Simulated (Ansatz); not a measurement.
## Abstraction of Br: AlHBr2 + BCl2 → AlHBr + BBrCl2

Gas-phase species: AlHBr2 `[Br][AlH][Br]`, singlet; BCl2 `Cl[B]Cl`, doublet; AlHBr `[AlH][Br]`, doublet; BBrCl2 (bromodichloroborane) `ClB(Cl)Br`, singlet. A radical takes Br: the energy is the difference in strength between the Al–Br bond broken and the B–Br bond made.

Shapes, held fixed at every level: PBE0-D4/def2-TZVP. Programs: Ansatz 0.2.0. The zero-point and thermal change to 298 K, harmonic and unscaled (PBE0-D4/def2-TZVP), is -0.8 kJ/mol.

```
                level                    kind  ΔH(298 K) (kJ/mol)  less CCSD(T)/def2-TZVPP
          HF/def2-SVP            Hartree–Fock               +24.8                    +19.1
r2SCAN0-D4/def2-TZVPP           global hybrid               +11.9                     +6.2
   wB97M-V/def2-TZVPP  range-separated hybrid                +2.9                     -2.8
   wB97X-V/def2-TZVPP  range-separated hybrid                +6.2                     +0.5
    B2PLYP/def2-TZVPP           double hybrid                +6.3                     +0.6
     CCSD(T)/def2-SVP   coupled cluster or CI                +0.5                     -5.2
      CCSD/def2-TZVPP   coupled cluster or CI                +9.5                     +3.8
   CCSD(T)/def2-TZVPP   coupled cluster or CI                +5.7                      0.0
```

The highest level, CCSD(T)/def2-TZVPP, gives ΔH(298 K) = +5.7 kJ/mol; the levels span +0.5 to +24.8. The column of differences is taken from that level and isn't an error. No measured value is set beside it here. Open shells run unrestricted. Relativity is left out for Br. Outer-core shells of Br are correlated, in sets that cover them unevenly.
